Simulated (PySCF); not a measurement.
Compound: 4-chlorobenzonitrile, C₇H₄ClN.
SMILES: `N#Cc1ccc(Cl)cc1`

Level of theory: TDDFT PBE0/def2-SVPD, vertical, gas phase, core orbitals frozen in the response in PySCF. Geometry: GFN2-xTB; no solvent, vibrations or thermal averaging.

Computed states:

```tsv
state	E (eV)	f
S1	5.10	0.0000
S2	5.34	0.387
S3	6.36	0.255
S4	6.41	0.0000
S5	6.41	0.0000
S6	6.58	0.0001
S7	6.86	0.526
S8	6.92	0.076
```

Each state is given a Gaussian of 0.5 eV full width at half maximum, with ε(max) = 2.175×10⁸ f / Δν̃ (Δν̃ the width in cm⁻¹). The width is an assumption, not a result. The curve ends short of the highest state used, and states not computed would add to its high-energy end.

(1) Give the broadened spectrum and its maxima.

(2) Coming from long wavelengths, where does ε first pass 100 L mol⁻¹ cm⁻¹?

(3) On this curve, what absorbance would a 10⁻⁴ mol/L sample give at 266 nm over a 1 cm path?

Answers

(1) 
```
E (eV)  ε (L mol⁻¹ cm⁻¹)
  4.35                 0
  4.42                 2
  4.48                 6
  4.55                21
  4.62                67
  4.69               193
  4.76               501
  4.82              1041
  4.89              2210
  4.96              4209
  5.03              7192
  5.10             11023
  5.16             14579
  5.23             18262
  5.30             20520
  5.37             20683
  5.43             19099
  5.50             15735
  5.57             11637
  5.64              7747
  5.71              4705
  5.77              2976
  5.84              1986
  5.91              2014
  5.98              2980
  6.05              4807
  6.11              6931
  6.18              9757
  6.25             12497
  6.32             14714
```

Maxima: 232 nm (5.34 eV), ε about 21000, made up of S2 (100%) (ε in L mol⁻¹ cm⁻¹; maxima over ε = 5, shares over 10%). At its high-energy end, 6.32 eV, the curve is still rising (ε about 15000, from S3).

(2) At about 267 nm (4.65 eV), 0.45 eV below S1.

(3) 266 nm is 4.661 eV, where ε is about 130 L mol⁻¹ cm⁻¹, so A = ε c l ≈ 0.013 (Beer–Lambert, with the gas-phase spectrum and the assumed width).
